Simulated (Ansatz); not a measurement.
Species: PbBr, charge 1, multiplicity 1. 
Coordinates optimised at B3LYP-D3(BJ)/def2-TZVP (Ansatz, an electronic-structure program):
SMILES: [Br][Pb+]
```xyz
2

Pb     0.0000     0.0000    -0.7513
Br     0.0000     0.0000     1.7602
```
Charge +1, spin multiplicity 1.

Wanted: vertical electron affinity (to the doublet state of charge +0; a negative value means that the extra electron is unbound and the number depends on the basis; each state is the SCF solution reached for its spin), in eV. Cores are frozen in the correlated levels unless marked. UHF or UKS for open shells. Spin-orbit coupling is left out. The frozen core is the preceding noble-gas configuration, with the filled d and f shells of earlier blocks. In def2 rows, elements after Kr have scalar-relativistic effective core potentials. Basis-set limits of correlation are two-point, X^-3; Hartree-Fock from the larger set.

```csv
level,program,vertical electron affinity (eV)
SVWN5/def2-TZVPD,Ansatz,6.78
```

**Question.** What does CCSD(T)/CBS(def2-TZVPPD,def2-QZVPPD) (Ansatz) give?

**Answer.** 6.68 eV, so SVWN5/def2-TZVPD differs from it by 0.10 eV.
